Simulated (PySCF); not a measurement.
**Nuclear quadrupole coupling in `FC(F)(F)c1ccoc1[SiH3]`**

C5H5F3OSi.
Z-matrix (Å and degrees, GFN2-xTB geometry), rows numbered from 1:
```
F 
C   1  1.3493
F   2  1.3497  1  105.40
F   2  1.3389  1  106.51  3  -112.74
C   2  1.4813  1  112.51  3   122.94
C   5  1.4169  2  127.52  1   123.88
C   6  1.3613  5  104.96  2   179.75
O   7  1.3394  6  110.78  5    -0.04
C   8  1.3434  7  108.54  6     0.02
Si  9  1.8846  5  132.08  2     0.37
H   6  1.0700  5  126.94  2    -0.33
H   7  1.0717  6  131.58  5  -179.94
H  10  1.4612  9  107.90  5    64.39
H  10  1.4603  9  105.26  5  -175.82
H  10  1.4608  9  107.72  5   -56.16
```

Field gradients from the PBE0/pcSseg-1 density (PySCF, non-relativistic), principal values in atomic units, ordered |Vxx| ≤ |Vyy| ≤ |Vzz|:

```json
{"atom": "O8", "Vxx": "-0.6072", "Vyy": "-0.8178", "Vzz": "1.4250"}
```

Question: Find the asymmetry η = (Vxx − Vyy)/Vzz and the couplings χ = eQV/h (234.96 MHz × Q in barn × V in au), with Q(17O) = −0.0256 b.

Answer: 
```csv
atom,environment,nucleus,η,χzz (MHz),χxx (MHz),χyy (MHz)
O8,furan-type oxygen,17O,0.15,-8.57,3.65,4.92
```

The tensor is traceless: Vxx + Vyy + Vzz = 0.

Question: What is Vzz at O8 in SI units (1 au = 9.71736 × 10²¹ V/m²)?

Answer: 1.4250 au = 13.848 × 10²¹ V/m².

Question: And the gradient at the other heavy atoms, for which no coupling is worked out here?

Answer: 
```json
{"atom": "F1", "environment": "fluorine of a CF3 group", "Vzz (au)": "2.921", "η": "0.08"}
{"atom": "C2", "environment": "CF3 carbon", "Vzz (au)": "-0.416", "η": "0.03"}
{"atom": "F3", "environment": "fluorine of a CF3 group", "Vzz (au)": "2.929", "η": "0.07"}
{"atom": "F4", "environment": "fluorine of a CF3 group", "Vzz (au)": "2.924", "η": "0.03"}
{"atom": "C5", "environment": "substituted aromatic carbon", "Vzz (au)": "-0.128", "η": "0.57"}
{"atom": "C6", "environment": "aromatic CH carbon", "Vzz (au)": "0.205", "η": "0.52"}
{"atom": "C7", "environment": "aromatic CH next to a ring oxygen", "Vzz (au)": "-0.334", "η": "0.76"}
{"atom": "C9", "environment": "substituted aromatic carbon", "Vzz (au)": "-0.373", "η": "0.60"}
{"atom": "Si10", "environment": "SiH3 silicon", "Vzz (au)": "0.353", "η": "0.01"}
```

Question: What couplings would deuterons (Q(2H) = 0.00286 b) have in place of the hydrogens, at this geometry?

Answer: 
```json
{"atom": "H11", "bonded to": "C6", "bond length (Å)": "1.070", "Vzz (au)": "0.3480", "η": "0.06", "χzz (kHz)": "234"}
{"atom": "H12", "bonded to": "C7", "bond length (Å)": "1.072", "Vzz (au)": "0.3400", "η": "0.11", "χzz (kHz)": "228"}
{"atom": "H13", "bonded to": "Si10", "bond length (Å)": "1.461", "Vzz (au)": "0.1626", "η": "0.01", "χzz (kHz)": "109"}
{"atom": "H14", "bonded to": "Si10", "bond length (Å)": "1.460", "Vzz (au)": "0.1632", "η": "0.01", "χzz (kHz)": "110"}
{"atom": "H15", "bonded to": "Si10", "bond length (Å)": "1.461", "Vzz (au)": "0.1625", "η": "0.01", "χzz (kHz)": "109"}
```

Geometry: GFN2-xTB; no solvent, vibrations or thermal averaging. GFN2-xTB bond lengths can be off by several hundredths of an ångström, more for odd bonds, and the gradients follow them. These gradients aren't converged with respect to the basis.
